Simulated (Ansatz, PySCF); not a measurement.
CH₄O₄. Atoms are numbered in the order given.

```xyz
9

O      0.8699    -0.7711    -0.7554
C      0.0000     0.0000     0.0000
O     -0.7711    -0.8699     0.7554
O      0.7711     0.8699     0.7554
O     -0.8699     0.7711    -0.7554
H      0.3594    -1.5164    -1.1026
H     -1.5164    -0.3594     1.1026
H      1.5164     0.3594     1.1026
H     -0.3594     1.5164    -1.1026
```

Coordinates come from a B3LYP-D3(BJ)/def2-SVP optimisation. The values are those of a single conformer.

Vertical ionisation energy (IE) and electron affinity (EA) in eV. Rows of orbital energies are one-electron estimates. Where ΔSCF, EOM or ADC give a negative EA the extra electron is unbound and the value depends on the basis.

```tsv
level	IE	EA
−ε(HOMO), −ε(LUMO), M06-2X/def2-TZVP (PySCF)	10.70	-1.42
−ε(HOMO), −ε(LUMO), PBE/def2-TZVP (PySCF)	6.94	0.02
ΔSCF, CAM-B3LYP/def2-SVPD (Ansatz), final states of multiplicity 2 and 2	11.68	-1.41
ΔSCF, PBE/def2-SVPD (Ansatz), final states of multiplicity 2 and 2	10.65	-1.13
```

Question: What vertical singlet–triplet gap does ΔSCF give with CAM-B3LYP/def2-SVPD (Ansatz, a first-principles code) and with PBE/def2-SVPD (Ansatz)? (Estimate from the structure and the level; the computed values follow.)

Answer: 8.16 and 6.87 eV (triplet above singlet where positive).
